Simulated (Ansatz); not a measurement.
Born–Oppenheimer molecular dynamics of CH7BBrN (11 atoms, charge 0, multiplicity 1). It starts at the highest image of a converged band, a first-order saddle point between two minima.

Method: RHF/def2-mTZVP in Ansatz.

| Item | Value |
| --- | --- |
| ensemble | NVE (velocity Verlet) |
| time step | 0.5 fs |
| steps asked | 200 |
| starting velocities drawn for | 300 K |
| seed | 5496 |

First frame:

```xyz
11
Properties=species:S:1:pos:R:3
B 0.067 -0.253 0.134
N -0.015 0.271 1.504
H -0.778 -0.054 2.067
H 0.834 0.275 2.038
C 1.417 -0.234 -0.650
H 1.750 -1.257 -0.818
H 1.280 0.199 -1.635
H 2.217 0.301 -0.153
H -0.944 -0.659 -0.325
Br -0.542 3.219 1.371
H -0.254 1.527 1.422
```

Question: How far do the bonds stretch over the last three quarters of this one trajectory? (Pairs bonded in most of those frames.)

Answer: 
| bond | mean (Å) | spread (Å) | shortest | longest |
| --- | --- | --- | --- | --- |
| B1–N2 | 1.399 | 0.012 | 1.37 | 1.42 |
| B1–C5 | 1.583 | 0.016 | 1.56 | 1.61 |
| B1–H9 | 1.199 | 0.042 | 1.13 | 1.26 |
| N2–H3 | 0.997 | 0.015 | 0.97 | 1.02 |
| N2–H4 | 0.998 | 0.021 | 0.97 | 1.03 |
| C5–H6 | 1.090 | 0.036 | 1.04 | 1.15 |
| C5–H7 | 1.092 | 0.032 | 1.04 | 1.14 |
| C5–H8 | 1.090 | 0.035 | 1.03 | 1.15 |
| Br10–H11 | 1.425 | 0.043 | 1.36 | 1.49 |

Mean temperature of the second half: 535 K. The conserved energy stayed within 0.4 meV per atom of its start (net change 0.2 meV per atom), so the integration is sound. The kinetic energy rose, since the run started high on the potential surface and went downhill. It ends in pieces (BrH + CH6BN), so much of that is their flight and rotation, not heat. A run of 0.1 ps of so small a system gives no equilibrium averages. The orbitals stay closed-shell, which can raise the energy where a bond breaks towards radicals; this wasn't checked here.

Run time: 5.9 min on 2 threads of Arm Neoverse V1 (shared host), peak memory 0.24 GiB.
